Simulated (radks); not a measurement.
Coulomb parameter of the 3d shell of the zinc ion Zn+ in the model configuration [Ar] 3d9 4s1 4p1, as a second difference U = [E(n + 0.5) + E(n - 0.5) - 2 E(n)] / (0.5)^2 with all orbitals relaxed. "Bare": the charge of the atom changes with n. "Screened": the 4p shell takes up the change at fixed total charge, which measures U(3d,3d) + U(4p,4p) - 2 U(3d,4p). Method: scalar-relativistic Kohn-Sham, PBE, spin-unpolarised, spherical densities, finite nucleus; Fermi nuclear charge, rms radius 3.9283 fm; computed with a radial shooting solver on a logarithmic mesh with Libxc functionals.

| case | configuration | E - E(n) (eV) |
|---|---|---|
| start | [Ar] 3d9 4s1 4p1 | 0.000 |
| bare +0.5 | [Ar] 3d9.5 4s1 4p1 | -11.883 |
| bare -0.5 | [Ar] 3d8.5 4s1 4p1 | 16.310 |
| screened +0.5 | [Ar] 3d9.5 4s1 4p0.5 | -8.296 |
| screened -0.5 | [Ar] 3d8.5 4s1 4p1.5 | 9.975 |

U(bare) = 17.710 eV, U(screened by 4p) = 6.714 eV, against the Slater integral F0(3d,3d) = 30.228 eV with frozen orbitals.
